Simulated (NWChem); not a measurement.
Program: NWChem. System: bromine (Br2), charge 0, spin multiplicity 1, at a geometry optimised with PBE0/def2-SVP. Level: RHF/def2-TZVPD.

The NWChem input:

```
start mol
memory heap 200 mb stack 900 mb global 1100 mb
geometry units angstroms nocenter noautoz
  Br     0.000000     0.000000     1.149171
  Br     0.000000     0.000000    -1.149171
  symmetry group D2h
end
basis spherical
  * library def2-tzvpd
end
scf
  rhf
  nopen 0
  maxiter 100
  thresh 1e-7
  semidirect memsize 60000000 filesize 0
end
task scf energy
```

NWChem printed:

```
             Northwest Computational Chemistry Package (NWChem) 7.3.0
             --------------------------------------------------------

                                NWChem Input Module
                                -------------------

 Scaling coordinates for geometry "geometry" by  1.889725989
 (inverse scale =  0.529177249)

 Turning off AUTOSYM since
 SYMMETRY directive was detected!

                             Geometry "geometry" -> ""
                             -------------------------

 Output coordinates in angstroms (scale by  1.889725989 to convert to a.u.)

  No.       Tag          Charge          X              Y              Z
 ---- ---------------- ---------- -------------- -------------- --------------
    1 Br                  35.0000     0.00000000     0.00000000     1.14917100
    2 Br                  35.0000     0.00000000     0.00000000    -1.14917100

 Effective nuclear repulsion energy (a.u.)     282.0477239787

            Nuclear Dipole moment (a.u.)
            ----------------------------
        X                 Y               Z
 ---------------- ---------------- ----------------
     0.0000000000     0.0000000000     0.0000000000

      Symmetry information
      --------------------

 Group name             D2h
 Group number             26
 Group order               8
 No. of unique centers     1

      Symmetry unique atoms

     1


 Summary of "ao basis" -> "" (spherical)
 ------------------------------------------------------------------------------
       Tag                 Description            Shells   Functions and Types
 ---------------- ------------------------------  ------  ---------------------
 *                         def2-tzvpd                 on all atoms

 Summary of "ao basis" -> "ao basis" (spherical)
 ------------------------------------------------------------------------------
       Tag                 Description            Shells   Functions and Types
 ---------------- ------------------------------  ------  ---------------------
 Br                        def2-tzvpd               19       57   7s6p5d1f

                                 NWChem SCF Module
                                 -----------------

  ao basis        = "ao basis"
  functions       =   114
  atoms           =     2
  closed shells   =    35
  open shells     =     0
  charge          =   0.00
  wavefunction    = RHF
  use symmetry    = T
  symmetry adapt  = T

 Summary of "ao basis" -> "ao basis" (spherical)
 ------------------------------------------------------------------------------
       Tag                 Description            Shells   Functions and Types
 ---------------- ------------------------------  ------  ---------------------
 Br                        def2-tzvpd               19       57   7s6p5d1f

      Symmetry analysis of basis
      --------------------------

        ag         25
        au          6
        b1g         6
        b1u        25
        b2g        13
        b2u        13
        b3g        13
        b3u        13

 Forming initial guess at       0.1s

      Superposition of Atomic Density Guess
      -------------------------------------

 Sum of atomic energies:       -5144.79865387

      Non-variational initial energy
      ------------------------------

 Total energy =   -5144.893497
 1-e energy   =   -7727.656143
 2-e energy   =    2300.714922
 HOMO         =      -0.327259
 LUMO         =      -0.133898

      Symmetry analysis of molecular orbitals - initial
      -------------------------------------------------

 !! scf_movecs_sym_adapt:   76 vectors were symmetry contaminated

  Symmetry fudging

 !! scf_movecs_sym_adapt:   74 vectors were symmetry contaminated

  Numbering of irreducible representations:

     1 ag          2 au          3 b1g         4 b1u         5 b2g
     6 b2u         7 b3g         8 b3u

  Orbital symmetries:

     1 b1u         2 ag          3 b1u         4 ag          5 b1u
     6 ag          7 b3g         8 b2g         9 b3u        10 b2u
    11 ag         12 b1u        13 ag         14 b1u        15 b3u
    16 b2u        17 b3g        18 b2g        19 ag         20 b2u
    21 b3u        22 b3g        23 b2g        24 b1u        25 ag
    26 b1g        27 b1u        28 au         29 ag         30 b1u
    31 ag         32 b3u        33 b2u        34 b2g        35 b3g
    36 b1u        37 b1u        38 b2u        39 b3u        40 ag
    41 b3g        42 b2g        43 ag         44 ag         45 b1g

 Starting SCF solution at       2.9s

 ----------------------------------------------
         Quadratically convergent ROHF

 Convergence threshold     :          1.000E-07
 Maximum no. of iterations :          100
 Final Fock-matrix accuracy:          1.000E-09
 ----------------------------------------------

              iter       energy          gnorm     gmax       time
             ----- ------------------- --------- --------- --------
                 1    -5144.8081972052  4.21D-01  1.31D-01      2.9
                 2    -5144.8207690457  1.22D-01  2.88D-02      3.1
                 3    -5144.8220456243  7.74D-03  2.35D-03      3.2
                 4    -5144.8220521641  1.41D-05  3.19D-06      3.4
                 5    -5144.8220521641  3.05D-09  1.28D-09      3.6

       Final RHF  results
       ------------------

         Total SCF energy =  -5144.822052164120
      One-electron energy =  -7726.955986791995
      Two-electron energy =   2300.086210649186
 Nuclear repulsion energy =    282.047723978690

        Time for solution =      0.8s

       Symmetry analysis of molecular orbitals - final
       -----------------------------------------------

  Numbering of irreducible representations:

     1 ag          2 au          3 b1g         4 b1u         5 b2g
     6 b2u         7 b3g         8 b3u

  Orbital symmetries:

     1 b1u         2 ag          3 b1u         4 ag          5 b1u
     6 ag          7 b3g         8 b2g         9 b2u        10 b3u
    11 ag         12 b1u        13 ag         14 b1u        15 b2u
    16 b3u        17 b2g        18 b3g        19 ag         20 b1u
    21 b2u        22 b3u        23 b3g        24 b2g        25 ag
    26 b1g        27 b1u        28 au         29 ag         30 b1u
    31 ag         32 b2u        33 b3u        34 b3g        35 b2g
    36 b1u        37 b1u        38 b2u        39 b3u        40 ag
    41 b3g        42 b2g        43 ag         44 ag         45 b1g

             Final eigenvalues
             -----------------

              1
    1 -490.0706
    2 -490.0706
    3  -65.2115
    4  -65.2115
    5  -58.5673
    6  -58.5673
    7  -58.5649
    8  -58.5649
    9  -58.5649
   10  -58.5649
   11   -9.8834
   12   -9.8833
   13   -7.4973
   14   -7.4971
   15   -7.4868
   16   -7.4868
   17   -7.4868
   18   -7.4868
   19   -3.2417
   20   -3.2395
   21   -3.2361
   22   -3.2361
   23   -3.2354
   24   -3.2354
   25   -3.2226
   26   -3.2226
   27   -3.2226
   28   -3.2226
   29   -1.1011
   30   -0.9497
   31   -0.5337
   32   -0.5052
   33   -0.5052
   34   -0.4076
   35   -0.4076
   36   -0.0068
   37    0.0654
   38    0.0781
   39    0.0781
   40    0.0785
   41    0.0943
   42    0.0943
   43    0.1158
   44    0.1882
   45    0.1882

                       ROHF Final Molecular Orbital Analysis
                       -------------------------------------

 Vector   33  Occ=2.000000D+00  E=-5.051786D-01  Symmetry=b3u
              MO Center= -1.5D-16,  1.8D-28, -1.8D-16, r^2= 2.5D+00
   Bfn.  Coefficient  Atom+Function         Bfn.  Coefficient  Atom+Function
  ----- ------------  ---------------      ----- ------------  ---------------
    17      0.382640  1 Br px                74      0.382640  2 Br px
    11     -0.244080  1 Br px                68     -0.244080  2 Br px
    14      0.214033  1 Br px                71      0.214033  2 Br px
    20      0.175334  1 Br px                77      0.175334  2 Br px

 Vector   34  Occ=2.000000D+00  E=-4.076418D-01  Symmetry=b3g
              MO Center= -6.5D-29,  1.8D-16, -1.3D-16, r^2= 3.0D+00
   Bfn.  Coefficient  Atom+Function         Bfn.  Coefficient  Atom+Function
  ----- ------------  ---------------      ----- ------------  ---------------
    18      0.411443  1 Br py                75     -0.411443  2 Br py
    12     -0.262245  1 Br py                69      0.262245  2 Br py
    21      0.243810  1 Br py                78     -0.243810  2 Br py
    15      0.236842  1 Br py                72     -0.236842  2 Br py

 Vector   35  Occ=2.000000D+00  E=-4.076418D-01  Symmetry=b2g
              MO Center= -3.9D-16,  3.0D-29,  5.9D-17, r^2= 3.0D+00
   Bfn.  Coefficient  Atom+Function         Bfn.  Coefficient  Atom+Function
  ----- ------------  ---------------      ----- ------------  ---------------
    17      0.411443  1 Br px                74     -0.411443  2 Br px
    11     -0.262245  1 Br px                68      0.262245  2 Br px
    20      0.243810  1 Br px                77     -0.243810  2 Br px
    14      0.236842  1 Br px                71     -0.236842  2 Br px

 Vector   36  Occ=0.000000D+00  E=-6.794143D-03  Symmetry=b1u
              MO Center=  3.8D-18, -1.5D-18,  4.8D-15, r^2= 6.6D+00
   Bfn.  Coefficient  Atom+Function         Bfn.  Coefficient  Atom+Function
  ----- ------------  ---------------      ----- ------------  ---------------
    22     -0.397467  1 Br pz                79     -0.397467  2 Br pz
     7      0.366109  1 Br s                 64     -0.366109  2 Br s
    19     -0.348461  1 Br pz                76     -0.348461  2 Br pz
    25     -0.335806  1 Br pz                82     -0.335806  2 Br pz
     6      0.217178  1 Br s                 63     -0.217178  2 Br s

 Vector   37  Occ=0.000000D+00  E= 6.544410D-02  Symmetry=b1u
              MO Center=  1.4D-16, -5.3D-17,  4.5D-15, r^2= 2.2D+01
   Bfn.  Coefficient  Atom+Function         Bfn.  Coefficient  Atom+Function
  ----- ------------  ---------------      ----- ------------  ---------------
     7      3.285968  1 Br s                 64     -3.285968  2 Br s
    25     -1.450644  1 Br pz                82     -1.450644  2 Br pz
    22     -0.727159  1 Br pz                79     -0.727159  2 Br pz
    48      0.432784  1 Br d  0             105     -0.432784  2 Br d  0
    19      0.287904  1 Br pz                76      0.287904  2 Br pz

 Vector   38  Occ=0.000000D+00  E= 7.809503D-02  Symmetry=b2u
              MO Center=  1.3D-30, -1.4D-16,  9.7D-17, r^2= 1.6D+01
   Bfn.  Coefficient  Atom+Function         Bfn.  Coefficient  Atom+Function
  ----- ------------  ---------------      ----- ------------  ---------------
    24      0.678189  1 Br py                81      0.678189  2 Br py
    21     -0.326451  1 Br py                78     -0.326451  2 Br py

 center of mass
 --------------
 x =   0.00000000 y =   0.00000000 z =   0.00000000

 moments of inertia (a.u.)
 ------------------
         753.760609686720           0.000000000000           0.000000000000
           0.000000000000         753.760609686720           0.000000000000
           0.000000000000           0.000000000000           0.000000000000

  Mulliken analysis of the total density
  --------------------------------------

    Atom       Charge   Shell Charges
 -----------   ------   -------------------------------------------------------
    1 Br  35    35.00   2.00  2.00  1.16  0.77  1.02  1.02  0.02  6.00  5.94  1.21  2.76  1.04  0.00  8.99  1.02 -0.00  0.06 -0.02  0.01
    2 Br  35    35.00   2.00  2.00  1.16  0.77  1.02  1.02  0.02  6.00  5.94  1.21  2.76  1.04  0.00  8.99  1.02 -0.00  0.06 -0.02  0.01

       Multipole analysis of the density wrt the origin
       ------------------------------------------------

     L   x y z        total         open         nuclear
     -   - - -        -----         ----         -------
     0   0 0 0     -0.000000      0.000000     70.000000

     1   1 0 0     -0.000000      0.000000      0.000000
     1   0 1 0      0.000000      0.000000      0.000000
     1   0 0 1     -0.000000      0.000000      0.000000

     2   2 0 0    -27.835364      0.000000      0.000000
     2   1 1 0     -0.000000      0.000000      0.000000
     2   1 0 1     -0.000000      0.000000      0.000000
     2   0 2 0    -27.835364      0.000000      0.000000
     2   0 1 1      0.000000      0.000000      0.000000
     2   0 0 2    -24.284282      0.000000    330.114824

 Task  times  cpu:        3.7s     wall:        3.7s

 Total times  cpu:        3.7s     wall:        3.7s
```
